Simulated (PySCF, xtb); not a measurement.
Ge(F)2(Me)2 (C2H6F2Ge), SMILES [CH3][Ge]([CH3])([F])[F].

Harmonic wavenumbers (cm⁻¹) from GFN2-xTB in xtb at its own minimum, in rising order: 59, 64, 121, 147, 149, 180, 197, 444, 459, 527, 587, 752, 762, 794, 800, 1288, 1289, 1423, 1425, 1427, 1428, 3019, 3021, 3036, 3037, 3041, 3042.

**Question.** What does PBE-D3(BJ)/def2-SVP (PySCF) give at its own minimum? (An estimate is asked for; the answer gives what the named calculation found.)

**Answer.** 64, 75, 148, 170, 181, 230, 234, 570, 624, 683, 691, 729, 740, 796, 809, 1206, 1209, 1374, 1375, 1381, 1384, 2993, 2994, 3102, 3103, 3110, 3110. Paired by order, the mean absolute difference is 54 cm⁻¹ and the zero-point energies are 46.5 and 47.3 kcal/mol.
